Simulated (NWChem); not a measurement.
# C2H5BFNO; SMILES C=C(F)B(N)O

```xyz
11

C      1.2732    -1.4897     0.0031
C      0.1380    -0.7919     0.0004
F     -1.0430    -1.4543    -0.0014
B     -0.0072     0.7786     0.0000
N     -1.3049     1.3160     0.0027
O      1.1487     1.5098    -0.0026
H      1.2762    -2.5828     0.0039
H      2.2219    -0.9513     0.0045
H     -2.1064     0.6990     0.0043
H     -1.5370     2.2992     0.0029
H      1.0113     2.4605    -0.0022
```
Atoms are numbered in this order, from 1.

The geometry was optimised at PBE0/def2-SVP.

Give the principal values of the shielding tensors (ppm) of C1, C2, F3, B4, N5 from PBE0/pcSseg-1, GIAO (NWChem), with their diamagnetic and paramagnetic parts as GIAO splits them.


```
atom     σ11    σ22    σ33  isotropic  diamagnetic  paramagnetic
----  ------  -----  -----  ---------  -----------  ------------
C1     -44.1  102.8  161.7       73.5        257.5        -184.0
C2    -100.8   49.1   74.5        7.6        252.5        -244.9
F3     171.6  287.6  411.9      290.4        475.1        -184.7
B4      47.4   81.2  101.3       76.6        194.1        -117.5
N5     134.3  211.7  240.2      195.4        319.1        -123.7
```
